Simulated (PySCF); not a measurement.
Löwdin shares of the frontier orbitals

Compound: C3H9B.
Structure used (PBE0-D3(BJ)/def2-SVP), in Å, numbered top down from 1:
```xyz
13
C3H9B angstrom
B      1.8731    0.6529    0.5182
C      0.3913    0.6068    0.0467
C     -0.3966   -0.6875    0.2199
C     -1.8257   -0.6096   -0.2935
H      2.4290   -0.3150    0.9927
H      2.5070    1.6798    0.4079
H     -0.1285    1.4585    0.5336
H      0.4015    0.9252   -1.0180
H      0.1370   -1.5068   -0.2920
H     -0.4017   -0.9673    1.2874
H     -2.3637   -1.5598   -0.1537
H     -1.8513   -0.3682   -1.3688
H     -2.3960    0.1754    0.2298
```

Level of theory: TDDFT wB97X-D/def2-SVPD, vertical, gas phase, core orbitals frozen in the response in PySCF.

Frontier orbitals with the atoms that hold most of them (Löwdin shares over 4%, at most four atoms; ? is withheld):

```tsv
orbital	ε (eV)	atoms
HOMO-3	-11.78	C4 23%, C3 18%, B1 13%, H5 8%
HOMO-2	-11.12	C3 28%, C4 15%, H10 12%, H9 12%
HOMO-1	-10.77	?
HOMO	?	B1 26%, C2 26%, C4 14%, C3 13%
LUMO	0.72	?
LUMO+1	2.13	B1 62%, C4 5%, C2 5%, H6 5%
LUMO+2	2.78	C4 28%, B1 15%, H11 10%, H13 9%
```

(1) Which atoms hold the HOMO-1, and with what shares?

(2) Give the leading atoms of the LUMO.

(3) What is the HOMO energy, and the HOMO–LUMO gap?

## Answers

(1) B1 (bonded to C and 2 H) 27%; C2 (bonded to B, C and 2 H) 19%; H5 (bonded to B) 18%; C3 (bonded to 2 C and 2 H) 11%. By element: carbon 30% or more, boron 27%, hydrogen 18% or more.

(2) B1 (bonded to C and 2 H) 55%; C2 (bonded to B, C and 2 H) 15%; H5 (bonded to B) 11%; H6 (bonded to B) 10%. By element: boron 55%, hydrogen 21% or more, carbon 15% or more.

(3) ε(HOMO) = -10.72 eV; the gap is 11.45 eV (0.4206 hartree).

Task: The HOMO–LUMO gap is 11.45 eV. Where does the response calculation put the lowest singlet, and from which orbitals?

Result: S1 is at 5.92 eV (f = 0.0000), 5.53 eV below the gap, made of HOMO-1→LUMO (88%), HOMO-3→LUMO (9%). Its leading pair isn't HOMO and LUMO; the energies of that pair differ by 11.49 eV. Without the coupling terms of the response equations the lowest excitation would equal the gap.

Task: Give energy, strength and leading configuration of S1, S2 and S3, and follow the Löwdin shares of the leading atoms from the occupied to the empty orbital.

Result: 
- S1 (5.92 eV, f 0.0000), HOMO-1→LUMO (88%): B1 27% → 55%, C2 19% → 15%
- S2 (6.00 eV, f 0.0016), HOMO→LUMO (92%): B1 26% → 55%, C2 26% → 15%
- S3 (7.58 eV, f 0.020), HOMO-2→LUMO (93%): C3 28% → at most 9%, C4 15% → at most 9%, B1 at most 12% → 55%, C2 at most 12% → 15%

Löwdin shares depend on the basis, the more so with diffuse functions.

Hardware: one thread, Arm Neoverse V1, shared host. Cost: 81 s.

One conformer stands for the species.
